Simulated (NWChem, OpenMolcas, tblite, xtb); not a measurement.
# How methods differ on BrF (bromine fluoride)

BrF: 2 atoms, total charge 0, spin state singlet. SMILES: `FBr`. The shape is that of a PBE0-D4/def2-TZVP optimisation.

```csv
atom,x (Å),y (Å),z (Å)
F,0.0000,0.0000,0.0232
Br,0.0000,0.0000,1.7767
```

Quantity: the dipole moment, in D. The values are calculated.

Measured value to compare with: NIST CCCBDB gives the dipole moment of the gas as 1.42 D.

| level | kind | program | value (D) | computed − measured | CPU time |
| --- | --- | --- | --- | --- | --- |
| GFN2-xTB | semi-empirical | tblite | 0.16 | -1.26 | under 2 s |
| GFN0-xTB | semi-empirical | xtb | 1.38 | -0.04 | under 2 s |
| GFN1-xTB | semi-empirical | xtb | 1.01 | -0.41 | under 2 s |
| IPEA1-xTB | semi-empirical | tblite | 0.94 | -0.48 | under 2 s |
| HF/ANO-RCC-MB (DKH2) | Hartree–Fock | OpenMolcas | 1.56 | +0.14 | 2.4 s |
| HF/cc-pVTZ | Hartree–Fock | OpenMolcas | 1.72 | +0.30 | 2.6 s |
| PBE0/LANL2DZ (core potential) | global hybrid | NWChem | 1.92 | +0.50 | 0.96 s |
| PBE0/MIDI! | global hybrid | NWChem | 1.11 | -0.31 | 1.7 s |
| PBE0/jorge-DZP | global hybrid | NWChem | 1.87 | +0.45 | 4 s |
| PBE0/jorge-TZP | global hybrid | NWChem | 1.71 | +0.29 | 10 s |

Nearest: GFN0-xTB (-0.04 D); farthest: GFN2-xTB (-1.26 D). The measured dipole is a vibrational average, so differences of a few hundredths of a debye mean little. Computed less measured by kind, in D (ANO-RCC-MB rows): semi-empirical -1.26 to -0.04; Hartree–Fock +0.14. All-electron rows without a relativistic Hamiltonian named are non-relativistic, while core potentials hold scalar relativity, so basis and relativity change together. Magnitudes only: a small dipole may point the other way at some levels. CPU times are rough (shared hosts, several kinds of processor): they show what a rung costs within a factor of a few.
